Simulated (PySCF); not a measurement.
# Te (tellurium, neutral) across methods

[Kr] 4d10 5s2 5p4, high-spin 3P determinant. Calculation: PySCF 2.14, in def2-TZVPPD with the def2 core potential (28 electrons); a scalar-relativistic core potential. The B2PLYP total includes its PT2 part (frozen core); its orbital energies are those of the SCF part.

```tsv
method	E (hartree)	mean ε 5s β (eV)	mean ε 5p α (eV)	mean ε 5p β (eV)	Σ⟨r²⟩ (bohr²)	⟨S²⟩
B3LYP	-268.0740	-15.528	-7.279	-6.106	59.83	2.003
UHF	-267.00565	-18.113	-10.334	-8.466	60.13	2.012
r2SCANh	-268.0788	-14.932	-7.258	-5.857	59.32	2.006
PBE	-267.9732	-14.371	-6.474	-5.248	59.81	2.003
PBE0	-267.9947	-15.589	-7.618	-6.266	59.52	2.004
LDA	-267.5856	-14.781	-6.553	-5.382	59.74	2.002
r2SCAN	-268.0885	-14.449	-6.847	-5.479	59.34	2.005
B2PLYP	-267.7106	-16.661	-8.506	-7.076	59.89	2.005
```

Question: Estimate the same row for r2SCAN0.

Answer: E (hartree) = -268.0643; mean ε 5s β (eV) = -15.655; mean ε 5p α (eV) = -7.874; mean ε 5p β (eV) = -6.427; Σ⟨r²⟩ (bohr²) = 59.29; ⟨S²⟩ = 2.006.

Energies and moments cover only the electrons outside the core potential.
